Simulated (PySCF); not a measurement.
PySCF input file for C₂H₂F, SMILES [C](F)=C, multiplicity 2, TDA-M06-2X/def2-SVPD. Geometry: B3LYP-D3(BJ)/def2-TZVP. The isomer is the one that the SMILES or the coordinates give; other isomers of the formula were not compared.

```python
import numpy as np
from pyscf import gto, scf, dft, tdscf

mol = gto.M(
    atom='''
    C    -0.11905188   -1.19748960    0.00000000
    C     0.42794135   -0.00723542    0.00000000
    F    -0.12851179    1.17994635    0.00000000
    H    -1.19961254   -1.31177355    0.00000000
    H     0.50288181   -2.07939348    0.00000000
    ''',
    basis='def2-SVPD',
    charge=0,
    spin=1,
    max_memory=1600,
    verbose=4,
)
mf = dft.UKS(mol, xc='m06-2x').density_fit(auxbasis='def2-universal-jkfit')
mf.grids.level = 4
mf.conv_tol = 1e-9
mf.max_cycle = 100
mf.kernel()
fine, coarse = mf.grids, dft.Grids(mol).set(level=1).build(with_non0tab=True)
for _ in range(3):  # follow internal instabilities
    mf.grids = coarse
    mo, _, stable, _ = mf.stability(return_status=True, nroots=4)
    mf.grids = fine
    if stable:
        break
    mf.kernel(mf.make_rdm1(mo, mf.mo_occ))
mf.grids = dft.Grids(mol).set(level=2).build(with_non0tab=True)  # coarser grid for the response kernel
td = tdscf.TDA(mf)
td.nstates = 10
td.conv_tol = 1e-4
td.positive_eig_threshold = 1e-6
td.kernel(x0=td.get_init_guess(mf, 15))
td.analyze()
```

Program output:

```
PySCF version 2.14.0

[INPUT] verbose = 4
[INPUT] num. atoms = 5
[INPUT] num. electrons = 23
[INPUT] charge = 0
[INPUT] spin (= nelec alpha-beta = 2S) = 1
[INPUT] symmetry False subgroup None
[INPUT] Mole.unit = angstrom
[INPUT] Symbol           X                Y                Z      unit          X                Y                Z       unit  Magmom
[INPUT]  1 C     -0.119051880000  -1.197489600000   0.000000000000 AA   -0.224975447815  -2.262927381015   0.000000000000 Bohr   0.0
[INPUT]  2 C      0.427941350000  -0.007235420000   0.000000000000 AA    0.808691948877  -0.013672962196   0.000000000000 Bohr   0.0
[INPUT]  3 F     -0.128511790000   1.179946350000   0.000000000000 AA   -0.242852086878   2.229775443180   0.000000000000 Bohr   0.0
[INPUT]  4 H     -1.199612540000  -1.311773550000   0.000000000000 AA   -2.266939156194  -2.478892746948   0.000000000000 Bohr   0.0
[INPUT]  5 H      0.502881810000  -2.079393480000   0.000000000000 AA    0.950308893926  -3.929484182406   0.000000000000 Bohr   0.0

nuclear repulsion = 60.748831746139
number of shells = 33
number of NR pGTOs = 113
number of NR cGTOs = 79
basis = def2-SVPD
ecp = {}


[settings echo left out]
init E= -177.265167181549
  alpha nocc = 12  HOMO = -0.185790224047478  LUMO = 0.00744874300255738
  beta  nocc = 11  HOMO = -0.288644215888219  LUMO = -0.185790224047477

WARN: HOMO -0.185790224047478 >= LUMO -0.185790224047477

cycle= 1 E= -176.895977352196  delta_E= 0.369  |g|= 0.292  |ddm|= 2.15
  alpha nocc = 12  HOMO = -0.358465408247605  LUMO = 0.0322058219104733
  beta  nocc = 11  HOMO = -0.345583333708788  LUMO = -0.119174991679817
  HOMO = -0.345583333709  LUMO = -0.11917499168  gap/eV = 6.16088
cycle= 2 E= -176.895617357112  delta_E= 0.00036  |g|= 0.319  |ddm|= 0.951
  alpha nocc = 12  HOMO = -0.325722341112564  LUMO = 0.0473247022018954
  beta  nocc = 11  HOMO = -0.33952382330647  LUMO = -0.0717019618448145
  HOMO = -0.325722341113  LUMO = -0.0717019618448  gap/eV = 6.91225
cycle= 3 E= -176.937897114271  delta_E= -0.0423  |g|= 0.0362  |ddm|= 0.339
  alpha nocc = 12  HOMO = -0.333236700926198  LUMO = 0.0514027421835017
  beta  nocc = 11  HOMO = -0.336411960584084  LUMO = -0.0674515528354762
  HOMO = -0.333236700926  LUMO = -0.0674515528355  gap/eV = 7.23238
cycle= 4 E= -176.939085064539  delta_E= -0.00119  |g|= 0.0123  |ddm|= 0.089
  alpha nocc = 12  HOMO = -0.335383856708979  LUMO = 0.0519046119808433
  beta  nocc = 11  HOMO = -0.336959555022075  LUMO = -0.0625855436714646
  HOMO = -0.335383856709  LUMO = -0.0625855436715  gap/eV = 7.42322
cycle= 5 E= -176.939381187698  delta_E= -0.000296  |g|= 0.00731  |ddm|= 0.0422
  alpha nocc = 12  HOMO = -0.336554182230127  LUMO = 0.0522121217370444
  beta  nocc = 11  HOMO = -0.336181767077301  LUMO = -0.0622987321877844
  HOMO = -0.336181767077  LUMO = -0.0622987321878  gap/eV = 7.45274
cycle= 6 E= -176.939444227223  delta_E= -6.3e-05  |g|= 0.00413  |ddm|= 0.0145
  alpha nocc = 12  HOMO = -0.336788592040834  LUMO = 0.0521977024337472
  beta  nocc = 11  HOMO = -0.336255096339988  LUMO = -0.0618576108564337
  HOMO = -0.33625509634  LUMO = -0.0618576108564  gap/eV = 7.46674
cycle= 7 E= -176.939477111025  delta_E= -3.29e-05  |g|= 0.00124  |ddm|= 0.0124
  alpha nocc = 12  HOMO = -0.337092687549727  LUMO = 0.0522251380400593
  beta  nocc = 11  HOMO = -0.33646683989277  LUMO = -0.0620150772890478
  HOMO = -0.336466839893  LUMO = -0.062015077289  gap/eV = 7.46821
cycle= 8 E= -176.939483027851  delta_E= -5.92e-06  |g|= 0.000593  |ddm|= 0.00487
  alpha nocc = 12  HOMO = -0.33698602533192  LUMO = 0.0522468835456937
  beta  nocc = 11  HOMO = -0.336332310547999  LUMO = -0.0619088522347893
  HOMO = -0.336332310548  LUMO = -0.0619088522348  gap/eV = 7.46744
cycle= 9 E= -176.939484364755  delta_E= -1.34e-06  |g|= 0.000231  |ddm|= 0.00259
  alpha nocc = 12  HOMO = -0.337042527450597  LUMO = 0.0522328926344455
  beta  nocc = 11  HOMO = -0.336404811873939  LUMO = -0.0619401472691177
  HOMO = -0.336404811874  LUMO = -0.0619401472691  gap/eV = 7.46856
cycle= 10 E= -176.939484526586  delta_E= -1.62e-07  |g|= 6.93e-05  |ddm|= 0.000986
  alpha nocc = 12  HOMO = -0.337031891977682  LUMO = 0.0522363257883578
  beta  nocc = 11  HOMO = -0.33639225993864  LUMO = -0.061925259586963
  HOMO = -0.336392259939  LUMO = -0.061925259587  gap/eV = 7.46863
cycle= 11 E= -176.939484535069  delta_E= -8.48e-09  |g|= 1.97e-05  |ddm|= 0.000232
  alpha nocc = 12  HOMO = -0.337037730341969  LUMO = 0.052235816818321
  beta  nocc = 11  HOMO = -0.33639536678642  LUMO = -0.0619274953145199
  HOMO = -0.336395366786  LUMO = -0.0619274953145  gap/eV = 7.46865
cycle= 12 E= -176.939484535537  delta_E= -4.68e-10  |g|= 8.75e-06  |ddm|= 5.42e-05
  alpha nocc = 12  HOMO = -0.337035214872815  LUMO = 0.0522355771171297
  beta  nocc = 11  HOMO = -0.336395493448807  LUMO = -0.0619250218692011
  HOMO = -0.336395493449  LUMO = -0.0619250218692  gap/eV = 7.46872
Extra cycle  E= -176.939484535555  delta_E= -1.76e-11  |g|= 8.51e-06  |ddm|= 2.34e-05
converged SCF energy = -176.939484535555  <S^2> = 0.76367195  2S+1 = 2.0136255
tot grids = 20608
uhf_internal: lowest eigs of H = [0.1939862  0.28345666 0.41626805 0.55285966]
<class 'pyscf.df.df_jk.DFUKS'> wavefunction is stable in the internal stability analysis
tot grids = 44768
Overwritten attributes  positive_eig_threshold  of <class 'pyscf.tdscf.uks.TDA'>


******** <class 'pyscf.tdscf.uks.TDA'> for <class 'pyscf.df.df_jk.DFUKS'> ********
nstates = 10
deg_eia_thresh = 1.000e-03
wfnsym = None
conv_tol = 0.0001
eigh lindep = 1e-12
eigh level_shift = 0
eigh max_cycle = 100


Excitation energies (eV)
[2.79040573 5.20553284 5.36849018 7.47627493 7.5010337  7.82503935
 7.90830753 8.16016165 8.27364834 8.58173674]

** Excitation energies and oscillator strengths **
Excited State   1:      2.79041 eV    444.32 nm  f=0.0026
      12a ->   13a      0.11199
      11b ->   12b     -0.96106
      11b ->   13b      0.11594
      11b ->   15b      0.15345
Excited State   2:      5.20553 eV    238.18 nm  f=0.0002
      11a ->   13a     -0.71102
      11b ->   14b      0.67448
      11b ->   24b      0.10572
Excited State   3:      5.36849 eV    230.95 nm  f=0.0054
      12a ->   13a      0.97921
      12a ->   23a      0.10194
      11b ->   12b      0.11961
Excited State   4:      7.47627 eV    165.84 nm  f=0.0374
      12a ->   14a      0.85341
      12a ->   15a     -0.39215
      12a ->   16a     -0.11313
      12a ->   20a      0.13835
      12a ->   21a     -0.15982
      10b ->   12b      0.11030
Excited State   5:      7.50103 eV    165.29 nm  f=0.0175
      11a ->   14a      0.11086
      11b ->   12b      0.17407
      11b ->   13b      0.85588
      11b ->   15b      0.40111
      11b ->   21b      0.13701
      11b ->   26b      0.11014
Excited State   6:      7.82504 eV    158.45 nm  f=0.0333
      11a ->   14a     -0.92441
      11a ->   15a      0.22550
      11a ->   19a      0.10190
      11a ->   20a     -0.11189
      11a ->   21a      0.14639
      11b ->   13b      0.15107
Excited State   7:      7.90831 eV    156.78 nm  f=0.0199
      11a ->   13a     -0.32770
      12a ->   14a     -0.10569
      10b ->   12b      0.83681
      11b ->   14b     -0.34622
Excited State   8:      8.16016 eV    151.94 nm  f=0.0011
       7b ->   12b     -0.11825
      11b ->   13b      0.44445
      11b ->   15b     -0.84152
      11b ->   18b      0.12029
      11b ->   20b      0.11586
Excited State   9:      8.27365 eV    149.85 nm  f=0.0740
      11a ->   13a     -0.36203
      12a ->   14a      0.26528
      12a ->   15a      0.35737
      12a ->   17a     -0.25220
      12a ->   20a     -0.12504
      12a ->   21a      0.12108
       9b ->   12b      0.45396
      10b ->   12b     -0.34828
      11b ->   14b     -0.42443
Excited State  10:      8.58174 eV    144.47 nm  f=0.1018
      11a ->   13a      0.17671
      12a ->   14a      0.37239
      12a ->   15a      0.71991
      12a ->   17a     -0.14108
       9b ->   12b     -0.41327
      10b ->   12b      0.12891
      11b ->   14b      0.20564

** Transition electric dipole moments (AU) **
state          X           Y           Z        Dip. S.      Osc.
  1        -0.0000     -0.0000     -0.1950      0.0380      0.0026
  2         0.0302     -0.0310      0.0000      0.0019      0.0002
  3         0.0000      0.0000      0.2018      0.0407      0.0054
  4        -0.2168     -0.3963     -0.0000      0.2041      0.0374
  5        -0.0000     -0.0000      0.3090      0.0955      0.0175
  6         0.0000      0.0000      0.4165      0.1734      0.0333
  7        -0.1597     -0.2778      0.0000      0.1027      0.0199
  8         0.0000     -0.0000      0.0729      0.0053      0.0011
  9         0.0013     -0.6041      0.0000      0.3650      0.0740
 10         0.3556      0.5980      0.0000      0.4840      0.1018

** Transition velocity dipole moments (imaginary part, AU) **
state          X           Y           Z        Dip. S.      Osc.
  1        -0.0000      0.0000      0.0073      0.0001      0.0003
  2         0.0149      0.0067     -0.0000      0.0003      0.0009
  3        -0.0000      0.0000     -0.0154      0.0002      0.0008
  4        -0.0379     -0.0843     -0.0000      0.0086      0.0207
  5        -0.0000     -0.0000      0.0902      0.0081      0.0197
  6        -0.0000      0.0000      0.1095      0.0120      0.0278
  7         0.0049     -0.0385      0.0000      0.0015      0.0034
  8         0.0000     -0.0000      0.0450      0.0020      0.0045
  9         0.0188     -0.0343     -0.0000      0.0015      0.0034
 10         0.0880      0.0947     -0.0000      0.0167      0.0353

** Transition magnetic dipole moments (imaginary part, AU) **
state          X           Y           Z
  1        -0.2039      0.5171      0.0000
  2        -0.0000      0.0000     -0.0192
  3        -0.2012      0.8302     -0.0000
  4        -0.0000     -0.0000      0.2981
  5         0.3935      0.1285      0.0000
  6         0.5209      0.1939      0.0000
  7         0.0000      0.0000      0.0287
  8        -0.0877     -0.1197     -0.0000
  9         0.0000      0.0000     -0.4029
 10         0.0000      0.0000     -0.3789
```

The calculation finished and met its thresholds.

Cost: very roughly 3 core-minutes.
